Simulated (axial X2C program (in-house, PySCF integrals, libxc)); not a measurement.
# Nuclear properties of BrAlBr⁻

Calculated with an in-house all-electron X2C program for linear molecules (integrals from PySCF): two-component X2C with atomic mean-field Coulomb and Gaunt terms, Gaussian nuclei, basis Br dyall-av3z, Al dyall-v3z with contracted cores.

Br–Al–Br held linear, with bonds 2.693 and 2.693 Å (near the PBE0 minimum at charge -1 of the determinant lowest at the starting distance; the state shown can have its own minimum elsewhere, held linear; other orders of the atoms were not compared).

Determinant lowest in the PBE0 search, Ω = 0 (closed shell), highest spinor 46% Br p, 27% Al s, 13% Al d:

```csv
level,qzz Br (a.u.),qzz Al (a.u.)
PBE0,0.23,-0.48
HF,0.06,-0.40
r2SCAN,0.21,-0.48
```

Determinant 1.69 eV from it at PBE0 and this distance, Ω = 2 (⟨Sz⟩ = 1.00, ⟨Lz⟩ = 1.00 at PBE0), spin on the atoms Br 0.07, Al 0.85, Br 0.07:

```tsv
level	A∥/gI Br (MHz)	qzz Br (a.u.)	A∥/gI Al (MHz)	qzz Al (a.u.)
PBE0	139	3.40	404	0.07
HF	152	2.77	500	0.14
r2SCAN	155	3.18	432	0.07
```

A∥ (defined per Ω) follows by multiplying with gI = μI/(I μN); qzz is the electric field gradient, eQq0 = 234.96 MHz × Q/barn × qzz. The operators were transformed with the bare-nucleus X2C matrices; with these basis sets, hyperfine constants and field gradients can be off by tens of per cent, and where levels differ in sign neither size nor sign is settled.

(1) With Q(27Al) = 0.1466 barn (Q from Pyykkö, Mol. Phys. 2018), turn the PBE0 values of the first state into constants in MHz.

The molecule was held linear; bending was not examined, so a bent shape may lie lower.

Each state is one determinant with collinear spin, which with several unpaired electrons need not be a pure state. Unrestricted Hartree–Fock can overshoot spin polarisation at the nuclei. For an anion, determinants above electron detachment, or with a positive highest level, are held by the basis set. With several open shells hyperfine constants can be off by a factor of several. Open-shell Ω = 0 determinants with evenly filled partner blocks cannot be reached by this program, so the Ω shown need not be the lowest component. The search compared states at one distance, so a state with another bond length can lie lower. Where a field gradient or hyperfine factor spreads by more than a factor of two over the levels, a constant derived from it is not to be relied on. PBE0 term energies can be off by some tenths of an eV.

Results:

(1) eQq0(27Al) = 234.96 × (0.1466) × (-0.48) = -16.5 MHz.
